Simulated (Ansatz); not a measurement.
Mulliken charges of C$_{2}$H$_{5}$GeNO (`C[O][GeH2][C]#N`) from r2SCAN/def2-TZVPP in Ansatz (PBE0-D4/def2-TZVP geometry).

| atom | x (Å) | y (Å) | z (Å) | charge (e) |
| --- | --- | --- | --- | --- |
| C1 | -1.161 | 1.208 | 0.528 | 0.001 |
| O2 | -0.627 | 0.312 | -0.422 | -0.401 |
| Ge3 | 0.794 | -0.630 | 0.035 | 0.403 |
| C4 | 1.155 | -1.687 | -1.527 | -0.139 |
| N5 | 1.407 | -2.339 | -2.441 | -0.072 |
| H6 | -0.441 | 1.986 | 0.813 | 0.057 |
| H7 | -1.498 | 0.694 | 1.437 | 0.057 |
| H8 | -2.025 | 1.695 | 0.072 | 0.069 |
| H9 | 1.999 | 0.281 | 0.303 | 0.012 |
| H10 | 0.480 | -1.571 | 1.205 | 0.012 |

Problem. By hand: the dipole of these point charges (1 e Å = 4.8032 D).

Solution. Σ q r = (0.088, 0.279, 0.723) e Å, of length 0.780 e Å = 3.75 D.

Problem. How does the dipole of the full density compare? (An estimate is asked.)

Solution. Ansatz gave: (-0.104, 0.487, 0.828) e Å, 4.64 D; the point charges give 0.81 times that, at 16° from its direction.

Point charges leave out the atoms' own dipoles, such as those of lone pairs, and Mulliken's split depends on the basis, so the two needn't agree.
